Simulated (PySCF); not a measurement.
# How the method changes the shape and vibrations of BH2NOSi

All numbers below are calculated, not measured. They come from PySCF 2.14.0, an open-source quantum chemistry program, on an isolated molecule that a program drew, which may never have been made. The molecule is BH2NOSi (charge 0, singlet), drawn as the SMILES string `N[Si]B=O`.

The geometry was optimised and harmonic frequencies were computed with HF and MP2, all in the cc-pV(D+d)Z basis, for the commonest isotopes, with a restricted reference for singlets and an unrestricted one otherwise, and a frozen core in MP2. Each result is a local minimum of its method.

Geometry at the HF minimum:
```xyz
6
BH2NOSi, angstrom
N    -1.6454    0.6897    0.3462
Si   -1.0301   -0.4402   -0.7603
B     0.9427    0.2184   -0.6503
O     2.0781    0.5706   -0.6103
H    -1.1516    1.4058    0.8451
H    -2.6228    0.6943    0.5746
```

Lengths of the bonds as drawn, in Å (atoms numbered as above):
```
  bond     HF    MP2
N1-Si2  1.697  1.718
Si2-B3  2.083  2.066
 B3-O4  1.189  1.225
 N1-H5  1.003  1.019
 N1-H6  1.004  1.020
```

Rotational constants, in GHz:
```
constant,HF,MP2
A,17.37,16.69
B,3.212,3.225
C,2.711,2.703
```

Harmonic frequencies in cm^-1, each column in rising order, so a row needn't be the same motion in every method:
```
rank,HF,MP2
1,153,140
2,291,?
3,426,400
4,504,486
5,601,581
6,646,639
7,877,820
8,926,877
9,1712,1579
10,2109,1886
11,3768,3571
12,3864,3683
```

**Estimate the missing MP2 frequency from the HF column.**

A single factor s that minimises the squared misfit of MP2 against s times HF over the other rows is sum(HF x MP2) / sum(HF^2) = 0.9422, with an rms misfit of 37 cm^-1. For rank 2 it gives 0.9422 x 291 = 274 cm^-1. The calculation gives 264 cm^-1, 10 cm^-1 below the estimate. The drawn bonds are on average 1.3 % longer in MP2 than in HF.
